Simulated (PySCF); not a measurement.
**Multinuclear NMR of C2H8BN**

Atoms are numbered as in `[CH2:1]=[CH:2][BH2-:3][NH3+:4]` (H(Xn): hydrogen on atom n). Ha(C1) is cis to B3; Hb(C1) is trans to B3.

- σ from GIAO-PBE0/pcSseg-1
- spin–spin couplings from B3LYP/pcJ-1 (spin–dipole term only in couplings to heteroatoms)
- structure optimised with PBE0-D3(BJ)/def2-SVP
- program: PySCF
- no solvent model, one averaged value for each set of equivalent atoms, a single conformation, non-relativistic

Question: Where does $^{15}$N resonate?

Answer: 
```
atoms                       environment  σ (ppm)  δ (ppm)
   N4  donor nitrogen of a Lewis adduct    216.2   -348.4
```

Shieldings were converted by a linear fit to measured shifts: $^{15}$N: δ = -150.45 − 0.916σ (rms 7.2 ppm, 79 shifts vs CH3NO2, solution or neat liquid). Occasional misses reach two or three times the rms, and more in compound classes unlike the fitted ones. Couplings are scaled by factors fitted to measured values: $^{2}J$(H,H) × 0.91 (rms 0.6 Hz), $^{3}J$(H,H) × 0.91 (rms 0.4 Hz, 0.5 with 2 outliers); all others are unscaled and can be 10–30 % off.

Couplings (the largest are listed; each averaged over equivalent pairs): $^{1}J$(B3,N4) = -2.3 Hz, $^{2}J$(N4,H(B3)) = -3.4 Hz, $^{3}J$(C1,N4) = -2.7 Hz. Signs are for $^{15}$N, whose magnetogyric ratio is negative.

On a 400 MHz spectrometer $^{15}$N resonates near 40.5 MHz, so 1 ppm is 40.5 Hz.
